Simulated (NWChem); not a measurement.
Everything below was run with NWChem. System: cyclohexasilane (H12Si6), charge 0, spin multiplicity 1, at a geometry optimised with PBE0/def2-SVP. Level: G0W0@PBE/def2-SVP, RI basis def2-svp-rifit.

Input file:

```
start mol
memory heap 200 mb stack 700 mb global 1700 mb
geometry units angstroms nocenter noautoz
  Si     0.763197    -0.893376     1.917615
  Si     0.425757    -2.209124     0.000000
  Si     0.763197    -0.893376    -1.917615
  Si    -0.763197     0.893376    -1.917615
  Si    -0.425757     2.209124     0.000000
  Si    -0.763197     0.893376     1.917615
  H      2.155855    -0.342252     1.888855
  H      0.607502    -1.719027     3.156981
  H      1.350308    -3.386908     0.000000
  H     -0.984187    -2.715141     0.000000
  H      2.155855    -0.342252    -1.888855
  H      0.607502    -1.719027    -3.156981
  H     -0.607502     1.719027    -3.156981
  H     -2.155855     0.342252    -1.888855
  H     -1.350308     3.386908     0.000000
  H      0.984187     2.715141     0.000000
  H     -2.155855     0.342252     1.888855
  H     -0.607502     1.719027     3.156981
  symmetry group C2h
end
basis spherical
  * library def2-svp
end
basis "ri basis" bse spherical
  * library def2-svp-rifit
end
dft
  xc xpbe96 cpbe96
  iterations 100
  direct
  tolerances tight
end
task dft energy
gw
  method cdgw
  states alpha occ 4 vir 2
end
task dft gw
```

Output (cleaned and shortened):

```
             Northwest Computational Chemistry Package (NWChem) 7.3.0
             --------------------------------------------------------

                                NWChem Input Module
                                -------------------

 Scaling coordinates for geometry "geometry" by  1.889725989
 (inverse scale =  0.529177249)

 Turning off AUTOSYM since
 SYMMETRY directive was detected!

                             Geometry "geometry" -> ""
                             -------------------------

 Output coordinates in angstroms (scale by  1.889725989 to convert to a.u.)

  No.       Tag          Charge          X              Y              Z
 ---- ---------------- ---------- -------------- -------------- --------------
    1 Si                  14.0000     0.76319700    -0.89337600     1.91761500
    2 Si                  14.0000     0.42575700    -2.20912400     0.00000000
    3 Si                  14.0000     0.76319700    -0.89337600    -1.91761500
    4 Si                  14.0000    -0.76319700     0.89337600    -1.91761500
    5 Si                  14.0000    -0.42575700     2.20912400     0.00000000
    6 Si                  14.0000    -0.76319700     0.89337600     1.91761500
    7 H                    1.0000     2.15585500    -0.34225200     1.88885500
    8 H                    1.0000     0.60750200    -1.71902700     3.15698100
    9 H                    1.0000     1.35030800    -3.38690800     0.00000000
   10 H                    1.0000    -0.98418700    -2.71514100     0.00000000
   11 H                    1.0000     2.15585500    -0.34225200    -1.88885500
   12 H                    1.0000     0.60750200    -1.71902700    -3.15698100
   13 H                    1.0000    -0.60750200     1.71902700    -3.15698100
   14 H                    1.0000    -2.15585500     0.34225200    -1.88885500
   15 H                    1.0000    -1.35030800     3.38690800     0.00000000
   16 H                    1.0000     0.98418700     2.71514100     0.00000000
   17 H                    1.0000    -2.15585500     0.34225200     1.88885500
   18 H                    1.0000    -0.60750200     1.71902700     3.15698100

 Effective nuclear repulsion energy (a.u.)     675.1185612059

            Nuclear Dipole moment (a.u.)
            ----------------------------
        X                 Y               Z
 ---------------- ---------------- ----------------
     0.0000000000    -0.0000000000     0.0000000000

      Symmetry information
      --------------------

 Group name             C2h
 Group number             21
 Group order               4
 No. of unique centers     6

      Symmetry unique atoms

     1    2    7    8    9   10


 Summary of "ao basis" -> "" (spherical)
 ------------------------------------------------------------------------------
       Tag                 Description            Shells   Functions and Types
 ---------------- ------------------------------  ------  ---------------------
 *                          def2-svp                  on all atoms

 new library libraries.bse/

 Summary of "ri basis" -> "" (spherical)
 ------------------------------------------------------------------------------
       Tag                 Description            Shells   Functions and Types
 ---------------- ------------------------------  ------  ---------------------
 *                       def2-svp-rifit               on all atoms

  pbe96 is a nonlocal functional; adding pw91lda local functional.

                                 NWChem DFT Module
                                 -----------------

 Summary of "ao basis" -> "ao basis" (spherical)
 ------------------------------------------------------------------------------
       Tag                 Description            Shells   Functions and Types
 ---------------- ------------------------------  ------  ---------------------
 Si                         def2-svp                 8       18   4s3p1d
 H                          def2-svp                 3        5   2s1p

 Summary of "ao basis" -> "ao basis" (spherical)
 ------------------------------------------------------------------------------
       Tag                 Description            Shells   Functions and Types
 ---------------- ------------------------------  ------  ---------------------
 Si                         def2-svp                 8       18   4s3p1d
 H                          def2-svp                 3        5   2s1p

      Symmetry analysis of basis
      --------------------------

        ag         49
        au         35
        bg         35
        bu         49

            General Information
            -------------------
          SCF calculation type: DFT
          Wavefunction type:  closed shell.
          No. of atoms     :    18
          No. of electrons :    96
           Alpha electrons :    48
            Beta electrons :    48
          Charge           :     0
          Spin multiplicity:     1
          Use of symmetry is: on ; symmetry adaption is: on
          Maximum number of iterations: 100
          This is a Direct SCF calculation.
          AO basis - number of functions:   168
                     number of shells:    84
          Convergence on energy requested:  1.00D-06
          Convergence on density requested:  1.00D-05
          Convergence on gradient requested:  5.00D-04

              XC Information
              --------------
          PerdewBurkeErnzerhof Exchange Functional  1.000
            Perdew 1991 LDA Correlation Functional  1.000 local
           PerdewBurkeErnz. Correlation Functional  1.000 non-local
[...]
    41 bu         42 au         43 ag         44 bu         45 au
    46 au         47 ag         48 bg         49 ag         50 bu
    51 bg         52 ag         53 bu         54 au         55 ag
    56 bg         57 bu         58 bu

 Grid integrated density:      96.000114646704
 Requested integration accuracy:   0.10E-05

   convergence    iter        energy       DeltaE   RMS-Dens  Diis-err    time
 ---------------- ----- ----------------- --------- --------- ---------  ------
 d= 0,ls=0.0,diis     1  -1742.6545856109 -2.42D+03  6.01D-03  4.99D-01     2.8
 Grid integrated density:      96.000099307637
 Requested integration accuracy:   0.10E-05
 d= 0,ls=0.0,diis     2  -1742.6759387059 -2.14D-02  4.76D-03  1.60D-01     4.6
 d= 0,ls=0.0,diis     3  -1742.6877501339 -1.18D-02  2.18D-03  1.11D-01     6.4
 Grid integrated density:      96.000098393572
 Requested integration accuracy:   0.10E-05
 d= 0,ls=0.0,diis     4  -1742.7105830656 -2.28D-02  3.06D-04  7.28D-04     8.3
 Grid integrated density:      96.000096743081
 Requested integration accuracy:   0.10E-05
 d= 0,ls=0.0,diis     5  -1742.7107439012 -1.61D-04  5.30D-05  3.18D-05     9.8
 Grid integrated density:      96.000096955116
 Requested integration accuracy:   0.10E-05
 d= 0,ls=0.0,diis     6  -1742.7107507772 -6.88D-06  4.74D-06  3.73D-07    11.1
 Grid integrated density:      96.000096952369
 Requested integration accuracy:   0.10E-05
 d= 0,ls=0.0,diis     7  -1742.7107508676 -9.05D-08  6.83D-07  5.51D-09    12.5

         Total DFT energy =    -1742.710750867647
      One electron energy =    -3760.933005617022
           Coulomb energy =     1472.006530935893
    Exchange-Corr. energy =     -128.902837392370
 Nuclear repulsion energy =      675.118561205852

 Numeric. integr. density =       96.000096952369

     Total iterative time =     11.7s

                  Occupations of the irreducible representations
                  ----------------------------------------------

                     irrep           alpha         beta
                     --------     --------     --------
                     ag               15.0         15.0
                     au               10.0         10.0
                     bg                9.0          9.0
                     bu               14.0         14.0

                       DFT Final Molecular Orbital Analysis
                       ------------------------------------

 Vector   46  Occ=2.000000D+00  E=-2.527194D-01  Symmetry=au
              MO Center=  6.7D-16, -2.1D-15,  2.9D-17, r^2= 7.0D+00
   Bfn.  Coefficient  Atom+Function         Bfn.  Coefficient  Atom+Function
  ----- ------------  ---------------      ----- ------------  ---------------
    28      0.199460   2 Si pz               82      0.199460   5 Si pz
    31      0.183566   2 Si pz               85      0.183566   5 Si pz
     9     -0.161214   1 Si py               45      0.161214   3 Si py
    63     -0.161214   4 Si py               99      0.161214   6 Si py
    12     -0.148381   1 Si py               48      0.148381   3 Si py

 Vector   47  Occ=2.000000D+00  E=-2.517178D-01  Symmetry=ag
              MO Center=  2.9D-14, -8.2D-14, -3.7D-14, r^2= 8.2D+00
   Bfn.  Coefficient  Atom+Function         Bfn.  Coefficient  Atom+Function
  ----- ------------  ---------------      ----- ------------  ---------------
   119      0.167010   9 H  s               149      0.167010  15 H  s
     9      0.165964   1 Si py               45      0.165964   3 Si py
    63     -0.165964   4 Si py               99     -0.165964   6 Si py
    12      0.147707   1 Si py               30     -0.147335   2 Si py
    48      0.147707   3 Si py               66     -0.147707   4 Si py

 Vector   48  Occ=2.000000D+00  E=-2.516904D-01  Symmetry=bg
              MO Center=  9.1D-15, -2.1D-14, -1.0D-13, r^2= 8.2D+00
   Bfn.  Coefficient  Atom+Function         Bfn.  Coefficient  Atom+Function
  ----- ------------  ---------------      ----- ------------  ---------------
    28      0.206036   2 Si pz               82     -0.206036   5 Si pz
    31      0.178398   2 Si pz               85     -0.178398   5 Si pz
    10     -0.150343   1 Si pz               46     -0.150343   3 Si pz
    64      0.150343   4 Si pz              100      0.150343   6 Si pz
    13     -0.147879   1 Si pz               49     -0.147879   3 Si pz

 Vector   49  Occ=0.000000D+00  E=-5.082541D-02  Symmetry=ag
              MO Center= -1.7D-13,  2.3D-13,  3.3D-13, r^2= 8.8D+00
   Bfn.  Coefficient  Atom+Function         Bfn.  Coefficient  Atom+Function
  ----- ------------  ---------------      ----- ------------  ---------------
   115      0.450181   8 H  s               120      0.450130   9 H  s
   135      0.450181  12 H  s               140      0.450181  13 H  s
   150      0.450130  15 H  s               165      0.450181  18 H  s
    29     -0.310228   2 Si px               83      0.310228   5 Si px
    13     -0.270026   1 Si pz               49      0.270026   3 Si pz

 Vector   50  Occ=0.000000D+00  E=-4.800296D-02  Symmetry=bu
              MO Center= -5.4D-14,  3.1D-13,  3.5D-13, r^2= 8.0D+00
   Bfn.  Coefficient  Atom+Function         Bfn.  Coefficient  Atom+Function
  ----- ------------  ---------------      ----- ------------  ---------------
    29      0.358027   2 Si px               83      0.358027   5 Si px
   115      0.313186   8 H  s               120     -0.313524   9 H  s
   135      0.313186  12 H  s               140     -0.313186  13 H  s
   150      0.313524  15 H  s               165     -0.313186  18 H  s
   110     -0.294978   7 H  s               125      0.294732  10 H  s

 Vector   51  Occ=0.000000D+00  E=-2.511525D-02  Symmetry=bg
              MO Center= -4.4D-16,  2.6D-16, -2.0D-13, r^2= 8.7D+00
   Bfn.  Coefficient  Atom+Function         Bfn.  Coefficient  Atom+Function
  ----- ------------  ---------------      ----- ------------  ---------------
     4      0.734957   1 Si s                40     -0.734957   3 Si s
    58      0.734957   4 Si s                94     -0.734957   6 Si s
    11     -0.596359   1 Si px               47      0.596359   3 Si px
    65      0.596359   4 Si px              101     -0.596359   6 Si px
    31     -0.534038   2 Si pz               85      0.534038   5 Si pz

 center of mass
 --------------
 x =   0.00000000 y =  -0.00000000 z =   0.00000000

 moments of inertia (a.u.)
 ------------------
        3138.332695086471         499.752693748888           0.000000000000
         499.752693748888        2025.687852621499           0.000000000000
           0.000000000000           0.000000000000        1835.265858445185

     Multipole analysis of the density
     ---------------------------------

     L   x y z        total         alpha         beta         nuclear
     -   - - -        -----         -----         ----         -------
     0   0 0 0     -0.000000    -48.000000    -48.000000     96.000000

     1   1 0 0     -0.000000     -0.000000     -0.000000      0.000000
     1   0 1 0     -0.000000     -0.000000     -0.000000     -0.000000
     1   0 0 1      0.000000      0.000000      0.000000      0.000000

     2   2 0 0    -66.099744   -146.154090   -146.154090    226.208437
     2   1 1 0      0.045881    134.738454    134.738454   -269.431027
     2   1 0 1      0.000000      0.000000      0.000000     -0.000000
     2   0 2 0    -66.198144   -446.121584   -446.121584    826.045025
     2   0 1 1     -0.000000     -0.000000     -0.000000      0.000000
     2   0 0 2    -66.218721   -497.460312   -497.460312    928.701902

 Task  times  cpu:       12.6s     wall:       12.6s

                                NWChem Input Module
                                -------------------

                                 NWChem GW Module
                                 ----------------

                             ***********************
                             ***        GW       ***
                             ***********************

 Summary of "ri basis" -> "ri basis" (spherical)
 ------------------------------------------------------------------------------
       Tag                 Description            Shells   Functions and Types
 ---------------- ------------------------------  ------  ---------------------
 Si                      def2-svp-rifit             20       62   8s5p5d2f
 H                       def2-svp-rifit              6       14   3s2p1d

                 Memory Information
                 ------------------
          Available GA per process is          1699.8 MBs
          Available stack per process is        700.0 MBs
          Available heap per process is           0.0 MBs

          Peak memory in Initialization
              Peak GA per process is                 36.8 MBs
              Peak stack per process is               0.2 MBs
              Peak heap per process is               37.8 MBs
              Memory not in MA per process            0.0 MBs

          Peak memory in CDGW Calculation
              Peak GA per process is                 41.6 MBs
              Peak stack per process is               4.5 MBs
              Peak heap per process is                4.5 MBs
              Memory not in MA per process            0.0 MBs

          Computing 2-center integrals
          Computing Inverse Cholesky factor
          Computing 3-center integrals
          Computing Vxc

 Grid integrated density:      96.000096952604
 Requested integration accuracy:   0.10E-05
          Computing Sigma_x
          Computing W(iw) on the imaginary grid
          Solving quasiparticle equations

                  Alpha Orbitals
          State     Energy (eV)     Error (eV)
          -----------------------------------
@GW        45         -9.799           0.005
@GW        46         -8.630           0.005
@GW        47         -8.816           0.004
@GW        48         -8.817           0.002
@GW        49          1.136           0.002
@GW        50          1.207           0.002

     GW Timing Statistics
   ------------------------
   Init.   :          0.0s
     ERIs  :          2.8s
     Distr.:          0.1s
     Vxc   :          0.6s
   Vmo     :          0.0s
   iW      :          8.1s
   I_n     :          0.0s
   R_n     :          1.4s
   GW total:         13.1s

 Task  times  cpu:       13.1s     wall:       13.1s

 Total times  cpu:       25.7s     wall:       25.7s
```
